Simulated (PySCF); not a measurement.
Geometry:
```tsv
atom	x (Å)	y (Å)	z (Å)
C1	-1.625	-1.529	-0.112
C2	-1.440	-0.121	-0.546
C3	-0.457	0.701	-0.174
C4	-0.428	2.107	-0.685
Cl5	-0.721	3.229	0.683
Si6	0.908	0.283	1.063
C7	2.101	-0.984	0.170
F8	2.561	-0.503	-1.005
F9	1.539	-2.177	-0.113
F10	3.192	-1.258	0.913
H11	-2.630	-1.662	0.287
H12	-1.523	-2.194	-0.969
H13	-0.899	-1.823	0.642
H14	-2.187	0.237	-1.247
H15	0.546	2.375	-1.095
H16	-1.209	2.297	-1.422
H17	1.788	1.422	1.313
H18	0.476	-0.394	2.283
```

[PySCF 2.14.0 with density-fitted response routines: shielding tensors at PBE0/pcSseg-1 (GIAO); GFN2-xTB geometry; averaged over atoms made equivalent by symmetry, fast rotation or ring inversion; one conformer; isolated molecule; no relativistic terms]

Chemical shifts δ = σref − σ; TMS for ¹³C (σ = 186.93 ppm), all at this level.

Task: Do the ¹³C shifts follow the atomic charges (in e)? Tabulate both.

Result: 
| atoms | hybridisation | δ (ppm) | σ para (ppm) | Hirshfeld | IAO | Mulliken | ESP-fitted |
| --- | --- | --- | --- | --- | --- | --- | --- |
| C2 | sp2 | 156.4 | -224 | -0.01 | -0.09 | -0.11 | +0.05 |
| C7 | sp3 | 140.2 | -204 | +0.16 | +0.55 | +0.53 | +0.34 |
| C3 | sp2 | 135.4 | -211 | -0.11 | -0.30 | -0.50 | -0.06 |
| C4 | sp3 | 57.8 | -116 | -0.03 | -0.23 | -0.13 | -0.59 |
| C1 | sp3 | 23.6 | -87 | -0.11 | -0.42 | -0.23 | -0.40 |

Correlation coefficients of δ with charge over these carbons: Hirshfeld +0.47, IAO +0.56, Mulliken +0.24, ESP-fitted +0.83; with the paramagnetic shielding -1.00. With so few points, grouped by hybridisation, these coefficients are fragile. Charge is one influence among several: hybridisation and low-lying excitations act through the paramagnetic term.

Carbons that carry Cl, above all several Cl atoms, come out too deshielded, partly because spin–orbit coupling is missing. Shifts are as computed. Against solution values, carbons near 30 ppm lie about +3 ppm off and those near 130 ppm about +5 ppm; carbons on Cl a further +6 ppm. Of 1309 compounds with measured shifts, 239 miss one by over three times the rms of a fit or turn the order of signals round; such compounds aren't used in these exercises.
